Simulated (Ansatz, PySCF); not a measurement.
Dissociation curve of NaBr, singlet.

Computed with: UKS-B3LYP = Ansatz (a first-principles code) with unrestricted B3LYP/cc-pVDZ; UHF/6-31G* = unrestricted Hartree-Fock/6-31G*, spherical d (PySCF); UMP2 = MP2 on UHF/cc-pVDZ, cores with 3d frozen (Ansatz); RCCSD(T) = CCSD(T) on RHF/cc-pVDZ, cores with 3d frozen run with Ansatz.

Energies are in kcal/mol, each relative to the lowest point of its own curve near equilibrium.

```
R / Å   UKS-B3LYP  UHF/6-31G*        UMP2    RCCSD(T)
-----  ----------  ----------  ----------  ----------
2.02         31.8        35.4        36.6        36.6
2.13         16.4        18.8        19.5        19.6
2.25          6.6         8.0         8.4         8.4
2.39   (withheld)         1.8         2.0         2.0
2.47          0.2         0.3         0.4         0.4
2.51          0.0         0.0         0.0  (withheld)
2.59   (withheld)         0.0         0.0         0.0
2.66   (withheld)  (withheld)  (withheld)         0.5
2.77          3.1         2.4         2.3         2.2
2.92          6.8         5.9         5.8         5.7
3.05         10.6         9.5         9.4         9.3
3.34         19.5        18.2        18.5        18.5
3.73         31.1        29.6        30.9        30.8
4.07         39.9        38.4        40.7        40.7
4.59         50.3        49.6        53.5        53.6
5.01         55.8        56.9        62.0        62.1
5.50         60.1        63.8           —        70.0
6.13         63.6        70.9           —        77.0
6.89         66.1        77.6           —        87.6
7.50         67.4        81.9           —        91.9
```

Task: Complete the blanks.

Result: 
- 2.39, UKS-B3LYP: 1.3
- 2.51, RCCSD(T): 0.1
- 2.59, UKS-B3LYP: 0.3
- 2.66, UKS-B3LYP: 1.1
- 2.66, UHF/6-31G*: 0.7
- 2.66, UMP2: 0.6

A dash means that the run gave no value there, or that the column was ended at a point which the program doubted or which failed a test of continuity chosen for this set; such a test can also cut sound points.

The unrestricted determinant behind UKS-B3LYP is spin-contaminated at 4.59 to 7.50 Å (<S²> up to 0.6, against 0.00 for a pure singlet). The unrestricted determinant behind UMP2 is spin-contaminated at 5.50 to 7.50 Å (<S²> up to 1.0, against 0.00 for a pure singlet). The T1 diagnostic of CCSD on the restricted reference of RCCSD(T) exceeds 0.045 at 5.50 to 7.50 Å.
